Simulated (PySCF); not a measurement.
All of these have the formula C2H8OSi2. Method used: TDDFT PBE0/def2-SVPD, vertical, gas phase, core orbitals frozen in the response in PySCF 2.14.0, density-fitted response routines. Geometries: GFN2-xTB; one conformer of each isolated species. Triplets are in the Tamm–Dancoff approximation.

A. `[SiH3]O[C@H]1C[SiH2]1`
B. `CC(=O)[SiH2][SiH3]`
C. `[SiH3]O[SiH]1CC1`

Lowest singlet levels (six at most, fewer where fewer were computed) with oscillator strengths:

1. 3.49 eV (f 0.004); 5.64 eV (f 0.014); 5.82 eV (f 0.000); 6.31 eV (f 0.022); 6.45 eV (f 0.001); 6.58 eV (f 0.286); T1 2.81 eV
2. 5.49 eV (f 0.019); 5.82 eV (f 0.154); 6.05 eV (f 0.012); 6.40 eV (f 0.074); 6.67 eV (f 0.003); 6.72 eV (f 0.011); T1 4.46 eV
3. 5.50 eV (f 0.001); 6.16 eV (f 0.001); 6.50 eV (f 0.151); 6.57 eV (f 0.007); 6.86 eV (f 0.007); 6.91 eV (f 0.002); T1 5.25 eV

Problem. Match each spectrum to its molecule.

Solution. 1 = B, 2 = A, 3 = C.
- A: S1 at 5.49 eV, HOMO→LUMO (63%), HOMO→LUMO+1 (35%); Löwdin shares by element: HOMO carbon 38%, silicon 26% or more, oxygen 20% (atoms not listed hold the other 16%); LUMO silicon 41%, carbon 10% or more, hydrogen 10% or more (atoms not listed hold the other 38%); HOMO -6.52 and LUMO 0.03 eV.
- B: S1 at 3.49 eV, HOMO→LUMO (97%); Löwdin shares by element: HOMO oxygen 51%, carbon 28%, silicon 13% or more; LUMO carbon 43%, oxygen 29%, silicon 11% or more (atoms not listed hold the other 17%); HOMO -6.91 and LUMO -1.34 eV.
- C: S1 at 5.50 eV, HOMO→LUMO (97%); Löwdin shares by element: HOMO carbon 51%, silicon 24% or more, oxygen 9% (atoms not listed hold the other 15%); LUMO silicon 48%, oxygen 11%, hydrogen 10% or more (atoms not listed hold the other 31%); HOMO -6.61 and LUMO -0.01 eV.
A and C have S1 within 0.01 eV of each other; their strongest listed levels stand at 5.82 eV (f 0.154) and 6.50 eV (f 0.151).
